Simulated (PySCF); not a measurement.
C2H11NSi2.
Numbering: `[CH3:1][Si@@H:2]([NH2:3])[CH2:4][SiH3:5]` (hydrogens: H6, H7, H8 on C1; H9 on Si2; H10, H11 on N3; H12, H13 on C4; H14, H15, H16 on Si5)

Computed with TDDFT CAM-B3LYP/def2-SVPD, vertical, gas phase, core orbitals frozen in the response (PySCF). Geometry: PBE0-D3(BJ)/def2-SVP, one conformer, isolated molecule. Torsions of this conformer, `[CH3:1][Si@@H:2]([NH2:3])[CH2:4][SiH3:5]`: C1–Si2–C4–Si5 -179°, H–N3–Si2–C1 -51°, H–N3–Si2–C1 173°.

Computed states:

```
state  E (eV)       f
   S1    6.55   0.019
   S2    7.49   0.018
   S3    7.68   0.035
   S4    8.05   0.020
   S5    8.10  0.0070
   S6    8.33   0.174
   S7    8.37   0.033
   S8    8.42   0.090
   S9    8.49   0.026
  S10    8.60  0.0017
```

Each state is given a Gaussian of 0.5 eV full width at half maximum, with ε(max) = 2.175×10⁸ f / Δν̃ (Δν̃ the width in cm⁻¹). The cross-section is σ = 3.8235×10⁻²¹ ε cm², given in Mb (10⁻¹⁸ cm²). The width is an assumption, not a result. The curve ends short of the highest state used, and states not computed would add to its high-energy end.

Q: What does the envelope look like, and where are its maxima?

A: 
λ (nm), σ (Mb) and a bar:
```
    154.9      24.04 ##############################
    156.0      18.62 #######################
    157.1      15.05 ###################
    158.1      13.11 ################
    159.2      11.99 ###############
    160.3      11.46 ##############
    161.3      11.17 ##############
    162.4      10.81 #############
    163.5      10.24 #############
    164.6       9.42 ############
    165.6       8.48 ###########
    166.7       7.29 #########
    167.8       6.05 ########
    168.8       4.95 ######
    169.9       3.84 #####
    171.0       2.88 ####
    172.0       2.16 ###
    173.1       1.55 ##
    174.2       1.12 #
    175.3       0.85 #
    176.3       0.73 #
    177.4       0.72 #
    178.5       0.84 #
    179.5       1.04 #
    180.6       1.34 ##
    181.7       1.72 ##
    182.7       2.10 ###
    183.8       2.54 ###
    184.9       2.97 ####
    186.0       3.34 ####
    187.0       3.61 ####
    188.1       3.80 #####
    189.2       3.87 #####
    190.2       3.83 #####
    191.3       3.68 #####
    192.4       3.42 ####
    193.4       3.13 ####
    194.5       2.76 ###
    195.6       2.36 ###
    196.7       1.97 ##
    197.7       1.64 ##
    198.8       1.31 ##
    199.9       1.02 #
    200.9       0.79 #
    202.0       0.59 #
    203.1       0.43 #
    204.1       0.32 
    205.2       0.22 
    206.3       0.15 
    207.4       0.10 
    208.4       0.07 
    209.5       0.05 
    210.6       0.03 
    211.6       0.02 
    212.7       0.01 
    213.8       0.01
```

Maxima: 189 nm (6.55 eV), ε about 1000, made up of S1 (100%) (ε in L mol⁻¹ cm⁻¹; maxima over ε = 5, shares over 10%). At its high-energy end, 8.00 eV, the curve is still rising (ε about 6200, from S4, S6 and S8).

Q: Coming from long wavelengths, where does ε first pass 100 L mol⁻¹ cm⁻¹?

A: At about 203 nm (6.09 eV), 0.46 eV below S1.

Q: On this curve, what absorbance would a 10⁻⁵ mol/L sample give at 193 nm over a 1 cm path?

A: 193 nm is 6.424 eV, where ε is about 850 L mol⁻¹ cm⁻¹, so A = ε c l ≈ 0.0085 (Beer–Lambert, with the gas-phase spectrum and the assumed width).

Q: What would ε be at 6.55 eV, the highest of these maxima, with half the width (0.25 eV)?

A: About 2030 L mol⁻¹ cm⁻¹ against 1010, a factor of about 2.00; a lone state at its own centre would give exactly 2.

The vertical ionisation energy (ΔSCF) is 9.57 eV, 0.97 eV above S10.

Without π bonds the low states are Rydberg-like; a valence basis with one diffuse set may place them up to an eV too high.
